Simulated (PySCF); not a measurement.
**`CSc1ccc(B(F)F)o1`, C$_{5}$H$_{5}$BF$_{2}$OS**

Molfile (atoms numbered from 1):
```
C5H5BF2OS
     RDKit          3D

 15 15  0  0  0  0  0  0  0  0999 V2000
   -2.2725    1.5223   -0.0270 C   0  0  0  0  0  0  0  0  0  0  0  0
   -2.2639   -0.2421   -0.4081 S   0  0  0  0  0  0  0  0  0  0  0  0
   -0.5942   -0.6228   -0.1086 C   0  0  0  0  0  0  0  0  0  0  0  0
    0.0665   -1.8314   -0.1813 C   0  0  0  0  0  0  0  0  0  0  0  0
    1.4091   -1.5413    0.1572 C   0  0  0  0  0  0  0  0  0  0  0  0
    1.4925   -0.1916    0.4167 C   0  0  0  0  0  0  0  0  0  0  0  0
    2.6550    0.7108    0.8188 B   0  0  0  0  0  0  0  0  0  0  0  0
    2.5071    2.0101    1.0105 F   0  0  0  0  0  0  0  0  0  0  0  0
    3.8650    0.1991    0.9856 F   0  0  0  0  0  0  0  0  0  0  0  0
    0.2412    0.3545    0.2445 O   0  0  0  0  0  0  0  0  0  0  0  0
   -2.0050    1.7012    1.0226 H   0  0  0  0  0  0  0  0  0  0  0  0
   -1.5860    2.0706   -0.6850 H   0  0  0  0  0  0  0  0  0  0  0  0
   -3.3024    1.8571   -0.2075 H   0  0  0  0  0  0  0  0  0  0  0  0
   -0.3695   -2.7917   -0.4440 H   0  0  0  0  0  0  0  0  0  0  0  0
    2.2389   -2.2441    0.2113 H   0  0  0  0  0  0  0  0  0  0  0  0
  1  2  1  0
  2  3  1  0
  3  4  2  0
  4  5  1  0
  5  6  2  0
  6  7  1  0
  7  8  1  0
  7  9  1  0
  6 10  1  0
 10  3  1  0
  1 11  1  0
  1 12  1  0
  1 13  1  0
  4 14  1  0
  5 15  1  0
M  END
```

The calculation used quadratic response CAM-B3LYP/aug-cc-pVDZ first hyperpolarisability, Taylor convention, gas phase (PySCF 2.14.0). Geometry: PBE0-D3(BJ)/def2-SVP.

(1) Give the tensor of the second harmonic β(−2ω;ω,ω) at 1907 nm in the axes of these coordinates.

Results:

(1) In au, Taylor convention; rows are the first index (the induced dipole):
|  | xx | yy | zz | xy | xz | yz |
| --- | --- | --- | --- | --- | --- | --- |
| x | -669.4 | -51.2 | -28.6 | -136.9 | -172.0 | -51.1 |
| y | -136.7 | +65.3 | +23.9 | -52.7 | -51.4 | -15.5 |
| z | -172.1 | -15.2 | +25.1 | -51.4 | -28.5 | +23.8 |

Norm of βᵢ = ⅓ Σⱼ (βᵢⱼⱼ + βⱼᵢⱼ + βⱼⱼᵢ): 769.0 au, hyper-Rayleigh value 323.6 au.
